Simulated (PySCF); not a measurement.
# A single-point calculation

[Nd(HCN)]3+ (singlet in the valence; each metal's 4f electrons, 3 of them, lie in its core potential, out of spins and levels). PySCF 2.14.0, RKS B3LYP, Nd lcecp-1-SVP with ECP49, N def2-SVP, C def2-SVP, H def2-SVP; non-relativistic Hamiltonian with scalar-relativistic core potentials where named; density fitting; no spin-orbit coupling. Purpose: level B3LYP.

```python
mol = gto.M(atom='''
Nd     0.00000     0.00000    -0.29738
N     -0.00000     0.00000     1.98446
C      0.00000    -0.00000     3.15043
H      0.00000     0.00000     4.26534''',
    basis={'Nd': 'lcecp-1-SVP', 'N': 'def2-SVP', 'C': 'def2-SVP', 'H': 'def2-SVP'},
    ecp={'Nd': 'lcecp-1-SVP'},
    charge=3, spin=0)
mf = dft.RKS(mol, xc='B3LYP')
mf.grids.atom_grid = (75, 302)  # f atoms: unpruned, at least (60, 302)
mf = mf.density_fit()  # fitting sets: Nd AutoAux, N def2-universal-JKFIT, C def2-universal-JKFIT, H def2-universal-JKFIT
mf.conv_tol = 1e-08; mf.max_cycle = 55
mf.kernel(dm0)  # dm0: converged density of the relaxed state
mf.nuc_grad_method().kernel()
```

Run from Python with OMP_NUM_THREADS=2; the lines above give its settings. Where DIIS fails, smearing, a level shift and second-order steps follow.
It took 9.8 s on 2 threads of Intel(R) Xeon(R) Processor @ 2.50GHz (Skylake/Cascade Lake), with other jobs on the host, from an already converged density.

**Question.** Where do the frontier levels lie, over both spins?

**Answer.** HOMO -26.50 eV, LUMO -20.10 eV. The 4f levels lie in the core potential and are missing.

**Question.** What are the Mulliken charges and spins?

**Answer.** 
| atom | charge (e) | spin (e) |
| --- | --- | --- |
| Nd1 | 2.494 | 0.000 |
| N2 | -0.137 | 0.000 |
| C3 | 0.342 | 0.000 |
| H4 | 0.301 | 0.000 |
The spin of the 4f electrons in the core isn't counted.

**Question.** What forces act on the atoms (eV/Å)?

**Answer.** 
```
Nd   0.00  0.00 -0.16
N    0.00  0.00 -0.12
C    0.00  0.00  0.27
H    0.00  0.00  0.01
```
Forces carry noise of the integration grid, about 0.01 to 0.03 eV/Å.

The geometry was relaxed with PBE0 (Nd lcecp-1-SVP with ECP49, N def2-SVP, C def2-SVP, H def2-SVP).

An lcecp potential fixes the number of 4f electrons, so in runs with it no electron can move into or out of that shell.
